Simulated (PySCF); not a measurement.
Atoms are numbered as in `[CH3:1][CH2:2][P:3]([CH2:4][CH3:5])[CH2:6][CH3:7]`. Hydrogens are named by the atom that carries them.

Geometry: PBE0-D3(BJ)/def2-SVP; GIAO shifts from PySCF 2.14, gas phase, non-relativistic, averaged over equivalent atoms.

At PBE0/aug-cc-pVDZ (300 basis functions, 45 s wall time on 1 thread of an Intel Xeon 6975P-C, shared host):
| atoms | δ (ppm) |
| --- | --- |
| C2/C4/C6 | 27.6 |
| C1/C5/C7 | 10.9 |
| P3 | -43.5 |
| H(C2)/H(C4)/H(C6) | 1.29 |
| H(C1)/H(C5)/H(C7) | 1.12 |

Referencing at the same level of theory: $^{13}$C (195.12 ppm), $^{1}$H (31.39 ppm) vs TMS; H3PO4 for $^{31}$P (372.04 ppm).

Task: What do these become at PBE0/def2-TZVP?

Result: 
```
            atoms  δ at PBE0/def2-TZVP  change
         C2/C4/C6                 26.4    -1.2
         C1/C5/C7                 11.5    +0.6
               P3                -39.2    +4.3
H(C2)/H(C4)/H(C6)                 1.21   -0.08
H(C1)/H(C5)/H(C7)                 1.04   -0.08
```

Referencing at the same level of theory: $^{13}$C (σref 186.65), $^{1}$H (σref 31.48) against TMS; H3PO4 for $^{31}$P (σref 280.95).

The largest change is at P3 (phosphorus bonded to 3 C). Cost: 313 basis functions, 48 s wall time on 1 thread of an Intel Xeon 6975P-C, shared host.

Experimental scales use liquid or dissolved standards, which lie at an offset from isolated H3PO4.
